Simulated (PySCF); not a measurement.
Where the electron goes

Compound: BH9NPSi2.
Cartesian coordinates in Å at the PBE0-D3(BJ)/def2-SVP level; atoms count from 1:
```xyz
14
BH9NPSi2 angstrom
Si    -1.7573   -1.2004    0.1185
N     -0.4070   -0.1010    0.4521
Si    -0.7358    1.6359    0.5804
B      0.9074   -0.6067    0.6165
P      2.4366    0.4385    1.1385
H     -2.7435   -1.1554    1.2398
H     -2.4577   -0.7648   -1.1277
H     -1.2244   -2.5795   -0.0453
H     -2.2195    1.7957    0.6292
H     -0.1221    2.1790    1.8263
H     -0.2004    2.3729   -0.6012
H      1.1009   -1.8013    0.5358
H      3.3519   -0.1631    0.2290
H      2.2277    1.6282    0.3783
```

Method: TDDFT PBE0/def2-SVPD, vertical, gas phase, core orbitals frozen in the response (PySCF 2.14.0, density-fitted response routines).

Kohn–Sham orbitals with the atoms that hold most of them (Löwdin shares over 4%, at most four atoms; ? is withheld):

```json
{"orbital": "LUMO+2", "ε (eV)": "0.38", "atoms": "Si3 26%, Si1 14%, B4 11%, H11 9%"}
{"orbital": "LUMO+1", "ε (eV)": "-0.26", "atoms": "Si3 20%, Si1 18%, B4 10%, N2 7%"}
{"orbital": "LUMO", "ε (eV)": "-0.69", "atoms": "B4 39%, P5 18%, N2 18%, H12 8%"}
{"orbital": "HOMO", "ε (eV)": "-7.20", "atoms": "?"}
{"orbital": "HOMO-1", "ε (eV)": "-8.41", "atoms": "?"}
{"orbital": "HOMO-2", "ε (eV)": "-8.93", "atoms": "P5 24%, B4 21%, N2 12%, H12 11%"}
{"orbital": "HOMO-3", "ε (eV)": "-9.64", "atoms": "Si1 22%, Si3 19%, H8 19%, H9 12%"}
```

Give the leading atoms of the HOMO-1.

N2 (bonded to B and 2 Si) 35%; B4 (bonded to N, P and H) 13%; Si1 (bonded to N and 3 H) 10%; P5 (bonded to B and 2 H) 8%.

Which atoms hold the HOMO, and with what shares?

P5 (bonded to B and 2 H) 59%; B4 (bonded to N, P and H) 14%; N2 (bonded to B and 2 Si) 8%; H13 (bonded to P) 6%.

The HOMO–LUMO gap is 6.51 eV. Where does the response calculation put the lowest singlet, and from which orbitals?

S1 is at 5.40 eV (f = 0.086), 1.11 eV below the gap, made of HOMO→LUMO (92%). 

One configuration dominates each of S1, S2 and S3. Which, and how do the shares of the two leading atoms of either orbital change from the occupied to the empty one?

- S1 (5.40 eV, f 0.086), HOMO→LUMO (92%): P5 59% → 18%, B4 14% → 39%
- S2 (5.86 eV, f 0.0089), HOMO→LUMO+1 (95%): P5 59% → at most 8%, B4 14% → 10%, Si3 at most 6% → 20%, Si1 at most 6% → 18%
- S3 (6.43 eV, f 0.088), HOMO-1→LUMO (72%): N2 35% → 18%, B4 13% → 39%, P5 8% → 18%

One conformer stands for the species.
